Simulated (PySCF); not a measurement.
**How methods differ on the ionisation energy of Kr⁺**

Kr⁺ [Ar] 3d10 4s2 4p5 (2P) → Kr²⁺ [Ar] 3d10 4s2 4p4 (3P), as a difference of total energies. Calculation: PySCF 2.14, in def2-QZVPPD (12s8p5d4f1g, 98 functions); no relativity, point nucleus. Correlated levels: valence: [Ar] 3d10 frozen. The calculations carry no spin-orbit coupling.

```tsv
method	ionisation energy (eV)	plus first-order spin-orbit estimate	difference from reference of that sum (eV)
UHF	23.222	23.201	-1.159
MP2 (valence)	24.174	24.153	-0.207
SCS-MP2 (valence)	24.191	24.170	-0.190
CCSD (valence)	24.196	24.175	-0.185
CCSD(T) (valence)	24.234	24.213	-0.147
```

Reference: 24.360 eV (measured; NIST Atomic Spectra Database, ionization energies).

A first-order spin-orbit estimate (lowest level to lowest level, LS coupling) adds -0.021 eV.

These non-relativistic numbers lack the scalar-relativistic shift.

Errors of the correlated levels include the incompleteness of this basis and the frozen core.
